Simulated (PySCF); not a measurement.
Compound: C3H11ClO2Si3.
Numbering: `[CH3:1][CH:2]([CH3:3])[O:4][Si@@H:5]1[O:6][SiH2:7][Si@@H:8]1[Cl:9]`

Structure used (GFN2-xTB), in Å, numbered top down from 1:
```
atom  x, y, z in Å
C1    -1.8495    0.4148   -0.9868
C2    -1.6122   -0.7360   -0.0165
C3    -2.4351   -0.5654    1.2569
O4    -0.2627   -0.8266    0.3546
Si5    1.0802   -0.7419   -0.5237
O6     2.2930   -1.0515    0.5506
Si7    3.3056    0.2215    0.8721
Si8    2.0971    1.3332   -0.8101
Cl9    1.1028    3.0881   -0.4858
H10   -1.5010    1.3451   -0.5454
H11   -2.9097    0.5017   -1.2081
H12   -1.3063    0.2446   -1.9131
H13   -1.8869   -1.6819   -0.5071
H14   -2.1875   -1.3537    1.9625
H15   -3.4962   -0.6121    1.0291
H16   -2.2085    0.3939    1.7151
H17    1.1528   -1.7889   -1.5400
H18    3.1681    0.5238    2.2958
H19    4.6476   -0.2764    0.5780
H20    2.8031    1.5785   -2.0811
```

Probes without a nucleus sit at each ring's centroid and 1 Å off its mean plane on both sides; NICS is minus the shielding there, NICSzz its component along the normal. Level: GIAO PBE0/pcSseg-1 (PySCF, non-relativistic, gas phase) on the GFN2-xTB geometry, one conformer.

Ring bond lengths (Å), with Mayer bond orders in brackets: Si5–O6 1.650 (0.96), O6–Si7 1.658 (0.91), Si7–Si8 2.351 (0.86), Si8–Si5 2.329 (0.78).

Task: What do the NICS probes read (ppm)?

Result: 
```json
{"ring": "Si5–O6–Si7–Si8", "type": "4-membered ring with O and 3 Si; formal bonds all single", "NICS(0)": "-2.5", "NICS(1), two faces": "-3.1 / -0.3", "NICS(1)zz, two faces": "-1.6 / 4.5", "rms pucker (Å)": "0.04", "centre to ring atoms, mean (Å)": "1.40"}
```

Task: What can be read from them?

Result: 
- Si5–O6–Si7–Si8: mean NICS(1)zz 1.5 ppm, near zero. Si5, Si7, Si8 have four or more neighbours, so the value isn't read as a sign of a π ring current. The two faces differ by 6.1 ppm, so no symmetry operation interchanges them.
